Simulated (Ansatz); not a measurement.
`[OH][GeH]([F])[F]` + H• → `[OH][Ge]([F])[F]`• + H₂  (hydrogen abstraction from a Ge–H bond)

Gas-phase electronic energies from Ansatz, PBE0-D4/def2-TZVP geometries. CCSD(T)/CBS is the MP2 limit (def2-TZVPP, def2-QZVPP) plus CCSD(T) − MP2 in def2-TZVPP, frozen cores. This one scheme is used for every species, atoms too. Functionals use def2-TZVPP. No spin–orbit coupling; open shells (•) take unrestricted orbitals. For Ge outer-core shells are correlated without core-valence functions, so the limit isn't a true one: a few kJ/mol of doubt a bond, and 10 to 20 or more in all where bonds break to atoms. Scalar relativity is left out up to krypton. Each species was taken in one conformer, which may not be the lowest.

CCSD(T)/CBS gives -63.9 kJ/mol.

Q: Another level gave -76.5 kJ/mol. Which?
A. PBE0-D4/def2-TZVPP
B. r2SCANh/def2-TZVPP
C. HF/def2-TZVPP
D. r2SCAN0-D4/def2-TZVPP

A: D. r2SCAN0-D4 -76.5, r2SCANh -82.6, PBE0-D4 -71.9, HF/def2-TZVPP -36.2 kJ/mol.

Largest T1 diagnostic among the species: 0.015.

From BLYP to BHLYP (50 % exact exchange), in def2-TZVPP and without D4, ΔE moves by +35.4 kJ/mol. Leaving LDA and LC-ωPBE aside and taking each functional with its dispersion term where it has one, the values, not all of them listed here, spread over 48.4 kJ/mol, from BLYP-D4 to PBE-QIDH. LDA lies +10.0 kJ/mol from PBE without D4. At CCSD(T), def2-SVP lies +14.0 kJ/mol from the extrapolated value and def2-TZVPP −0.9 kJ/mol.
